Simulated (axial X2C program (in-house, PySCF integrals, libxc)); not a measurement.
Worked dissociation energy of BrCl: HF, with spin–orbit coupling

All values were computed with an in-house all-electron X2C program for linear molecules (integrals from PySCF). Two-component (2c) means X2C with spin–orbit coupling and atomic mean-field two-electron Coulomb and Gaunt terms. Basis: Br dyall-cv3z [8s9p6d4f1g], Cl dyall-av3z [9s8p3d2f] (cores contracted in-house); Gaussian nuclei, density fitting, unrestricted open shells. Masses: Br 78.918 u, Cl 34.969 u.

Molecular state: Ω = 0 (closed shell).

```
E(Br) (2M_J = 1) : -2603.606211 hartree
E(Cl) (2M_J = 1) : -460.830408 hartree
E(BrCl) at Re    : -3064.455183 hartree
ωe               : 483.0 cm⁻¹
ωexe             : 1.33 cm⁻¹
```

(1) Work out De and D0.

The state is a single determinant with fixed occupations, the lowest that a limited PBE0 search found. Closed shells are restricted here (equal orbitals for both partners); the stretched side of such a curve lies too high. Dissociation energies refer to the lowest single-determinant-based atoms at the same level and basis.

Hartree–Fock lacks correlation and underbinds, often by eV.

Each atomic determinant is the lowest at this level and need not be a pure J level. Totals compare only within one Hamiltonian and basis.

Results:

(1) De = -2603.606211 + (-460.830408) − (-3064.455183) = 0.01856 hartree = 0.505 eV. The zero-point energy is ωe/2 − ωexe/4 = 241 cm⁻¹ = 0.030 eV, so D0 = 0.475 eV.
